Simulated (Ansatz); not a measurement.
The standard entropy of CrO3 (chromic anhydride) from a frequency calculation

A singlet with charge 0, relaxed at HF/6-31G* (Cartesian functions) (Ansatz 0.2.0):

```xyz
4

O    -1.1495   -0.5528    0.8137
Cr    0.0204    0.1111    0.0954
O     1.4029   -0.5188    0.2274
O    -0.2738    0.9604   -1.1364
```

Harmonic wavenumbers in cm⁻¹: 138, 425, 425, 1138, 1176, 1176.

Masses in u: O 15.999, Cr 51.996. Take T = 298.15 K, p = 1 bar, R = 8.3145 J/(mol K), kT/hc = 207.22 cm⁻¹, rigid rotor and harmonic oscillator.

**Question.** Work out S° at 298 K.

**Answer.** 
1. Translation (Sackur–Tetrode): S = R[3/2 ln M + 5/2 ln T − 1.1517] with M = 99.993 gives 166.3 J/(mol K).
2. Rotation: principal moments 55.841, 55.844, 109.745 u Å² give A, B, C = 0.3019, 0.3019, 0.1536 cm⁻¹; the symmetry number is σ = 3; q = (√π/σ)√((kT/hc)³/ABC) = 14895; S = R(ln q + 3/2) = 92.4.
3. Vibration: with u = ν̃/207.22, each mode gives R[u/(eᵘ − 1) − ln(1 − e⁻ᵘ)]; the sum is 19.8, most from 138 cm⁻¹ (11.8), 425 cm⁻¹ (3.7), 425 cm⁻¹ (3.7).
4. Spin: R ln 1 = 0.0.
5. Sum: 166.3 + 92.4 + 19.8 + 0.0 = 278.5 J/(mol K).

No measured value is set beside it here.
